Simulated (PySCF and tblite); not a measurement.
The numbers below are computed, except where a source is named.
C8H7ClO, numbered as in [OH:1][C@@H:2]1[CH2:3][c:4]2[cH:5][c:6]([Cl:7])[cH:8][cH:9][c:10]21.

Geometries GFN2-xTB; weights from PBE0-D3(BJ)/pcSseg-1 energies and GFN2-xTB thermal corrections, with symmetry numbers and mirror pairs. Conformers within 2.5 kcal/mol (GFN2-xTB free energy) were kept, 2 at most. GIAO shieldings: PBE0/pcSseg-1. Shifts are against TMS (¹H), TMS (¹³C) at the same level; of two unlike H on one atom, a is the less shielded. Programs: PySCF with density fitting and tblite.

Torsions listed: H1–O1–C2–C3. The 4-ring runs over atoms 2–3–4–10.

| conformer | shape | symmetry | E(GFN2) kcal/mol | E(DFT) kcal/mol |
| --- | --- | --- | --- | --- |
| 1 | 4-ring flat; 56° | C1 | 0.00 | 0.00 |
| 2 | 4-ring flat; 164° | C1 | 1.83 | 1.77 |

How much do the weights at 298.15 K and the averaged shift of H3b depend on how the conformers are weighted?


```json
{"weighting": "DFT energy with thermal terms, symmetry and mirror images (full scheme)", "1 (%)": "92", "2 (%)": "8", "δ (ppm)": "2.91", "rms dipole (D)": "0.90"}
{"weighting": "DFT energy with symmetry and mirror images", "1 (%)": "95", "2 (%)": "5", "δ (ppm)": "2.90", "rms dipole (D)": "0.83"}
{"weighting": "bare DFT energy", "1 (%)": "95", "2 (%)": "5", "δ (ppm)": "2.90", "rms dipole (D)": "0.83"}
{"weighting": "GFN2-xTB energy with symmetry and mirror images", "1 (%)": "96", "2 (%)": "4", "δ (ppm)": "2.89", "rms dipole (D)": "0.82"}
{"weighting": "GFN2-xTB free energy", "1 (%)": "93", "2 (%)": "7", "δ (ppm)": "2.91", "rms dipole (D)": "0.88"}
{"weighting": "leading conformer alone", "1 (%)": "100", "2 (%)": "0", "δ (ppm)": "2.88", "rms dipole (D)": "0.72"}
{"weighting": "equal weights", "1 (%)": "50", "2 (%)": "50", "δ (ppm)": "3.09", "rms dipole (D)": "1.52"}
{"weighting": "full scheme, search stopped after three starts", "1 (%)": "100", "2 (%)": "0", "δ (ppm)": "2.88", "rms dipole (D)": "0.72"}
```

The largest departure from the full scheme, 0.18 ppm, comes with: equal weights.

For its torsions the set is small; conformers may be missing.
